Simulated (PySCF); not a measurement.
## Spinor energies of As⁺ (arsenic, charge +1)

Start: [Ar] 3d10 4s1 4p2 5s1; 4s1/2 filled at m_j = +1/2; 4p3/2 filled at m_j = +1/2, +3/2; 5s1/2 filled at m_j = +1/2. Calculated with PySCF 2.14 in x2c-SVPall-2c with one added diffuse shell each of s, p, d type (6s7p4d, 47 functions): generalised Hartree-Fock with the X2C-1e Hamiltonian and a Gaussian nucleus; one run each with spin-orbit coupling (SO) switched off, then screened by Boettger's factors. This is a chosen level, not necessarily the ground level.

```
spinor shell  electrons  ε, spin-free (eV)  ε, screened SO (eV)  weight of nominal j (screened SO)  rms radius, screened SO (bohr)
       1s1/2          2           -11957.0             -11956.9                              1.000                          0.0525
       2s1/2          2            -1588.0              -1588.0                              1.000                           0.219
       2p1/2          2            -1390.1              -1415.2                              1.000                           0.194
       2p3/2          4            -1390.1              -1378.0                              1.000                           0.197
       3s1/2          2            -241.73              -241.76                              1.000                           0.640
       3p1/2          2            -178.20              -181.86                              0.995                           0.660
       3p3/2          4            -178.20              -176.47                              0.998                           0.670
       3d3/2          4            -73.040              -73.583                              0.943                           0.746
       3d5/2          6            -73.040              -72.738                              0.962                           0.747
       4s1/2          1            -36.659              -36.664                              0.999                            1.95
       4p3/2          2            -23.584              -23.529                              0.813                            2.33
       5s1/2          1             -8.681               -8.686                              0.997                            5.18
```

```
   quantity    spin-free  screened SO
E (hartree)  -2257.68711  -2257.75936
        M_J            3            3
       ⟨J²⟩       12.022       12.024
       ⟨L²⟩        2.021        2.032
       ⟨S²⟩        6.001        5.996
```

Each row is a mean over spinors that exchange with the open shell spreads, by up to 1.206 eV (3s1/2).

Rows whose weight is well below 1 are mixtures of j = l ± 1/2: exchange outweighs spin-orbit coupling there, and the label is only the starting occupation.

Without spin-orbit coupling the j labels of p, d and f shells carry no meaning; the spin-free column gives the mean over the occupied spinors of each nl shell.
